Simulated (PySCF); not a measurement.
Compound: C7H13 (doublet state).
Geometry (GFN2-xTB, Å), atoms numbered from 1 in this order:
```xyz
20
C7H13 angstrom
C     -1.255    2.245   -0.140
C     -1.759    0.978   -0.242
C     -1.129   -0.202    0.122
C     -1.804   -1.518   -0.066
C      0.261   -0.239    0.670
C      1.313   -0.214   -0.452
C      2.729   -0.229    0.107
H     -1.833    3.094   -0.454
H     -0.276    2.445    0.255
H     -2.760    0.879   -0.649
H     -1.970   -2.004    0.898
H     -1.177   -2.188   -0.657
H     -2.763   -1.408   -0.565
H      0.401   -1.149    1.259
H      0.433    0.618    1.326
H      1.166   -1.080   -1.101
H      1.163    0.682   -1.057
H      2.899    0.639    0.740
H      2.896   -1.124    0.703
H      3.458   -0.213   -0.700
```

The hyperfine couplings belong to this conformer and change with its torsions.

The species is `C(/CCC)(=C/[CH2])C` [radical].

Level of theory: PySCF 2.14.0, UKS B3LYP, pcH-1 on C H, non-relativistic, mean-field spin-orbit, GIAO. Geometry: GFN2-xTB, one conformer, isolated molecule. The geometry wasn't refined by DFT: couplings that depend on bond lengths, twists or pyramidal angles can differ widely from those at the functional's own minimum. The SCF solution wasn't tested for stability. ⟨S²⟩ is 0.774 where a pure state has 0.75.

Problem. Break the g tensor into its mass correction, gauge correction and orbital-Zeeman/spin–orbit terms.

Solution. 
| Δg (ppm) | 1 | 2 | 3 |
| --- | --- | --- | --- |
| relativistic mass correction | -142 | -142 | -142 |
| gauge correction | -2 | 34 | 31 |
| orbital Zeeman/spin–orbit | 13 | 555 | 725 |
| total | -131 | 447 | 615 |

So g = 2.00219, 2.00277, 2.00293 and g_iso = 2.00263; the tensor is rhombic: the two nearest values differ by 22 % of g3 − g1. Axes: g3 points within 9° of the C1–H8 bond.

Problem. Average each term over the three axes. Which is largest in size?

Solution. The orbital-Zeeman/spin–orbit term 431, the mass correction -142 and the gauge correction 21 ppm, for a total of 310 ppm. The orbital-Zeeman/spin–orbit term is the largest in size. The mass correction is the same along every axis, so the anisotropy comes from the other two: their spans along these axes are 36 (gauge) and 712 ppm (orbital Zeeman/spin–orbit).

Problem. What are the electron Larmor frequencies g μB B/h along the three axes at 350 mT?

Solution. 9.8081, 9.8109, 9.8117 GHz for g1, g2 and g3, a range of 3.7 MHz.

Problem. What effective moment and Curie constant follow for a powder?

Solution. With the mean of g² = 4.0105 and S(S+1) = 0.75: μ_eff = √(⟨g²⟩S(S+1)) = 1.734 μB and χT = 0.12505·⟨g²⟩·S(S+1) = 0.376 cm³ K/mol (cgs; spin-Hamiltonian part alone).

Problem. In a frozen sample, at which fields do the three g values resonate at 9.5, 34, 94 and 263 GHz (hyperfine left aside), and which band first spreads them over more than twice a line width of 0.3 mT?

Solution. 
```csv
band,GHz,B(g3) mT,B(g2) mT,B(g1) mT,spread mT
X,9.5,338.88,338.91,339.01,0.13
Q,34.0,1212.83,1212.93,1213.28,0.45
W,94.0,3353.12,3353.40,3354.37,1.25
J,263.0,9381.62,9382.40,9385.11,3.49
```

The spread grows in proportion to the frequency. W band is the first where it exceeds 0.6 mT.

The largest Mulliken spin populations are on C1 (+0.65), C3 (+0.65) and C2 (-0.26). The angles at C1 add up to 360.0°, so it is planar.

The HOMO–LUMO gaps are 5.91 eV among the α and 5.63 eV among the β orbitals.

Hardware: Arm Neoverse V2, one thread, shared host. Cost: 78 s of wall time (with the writing of density and orbital grids), 0.97 GiB resident at most.
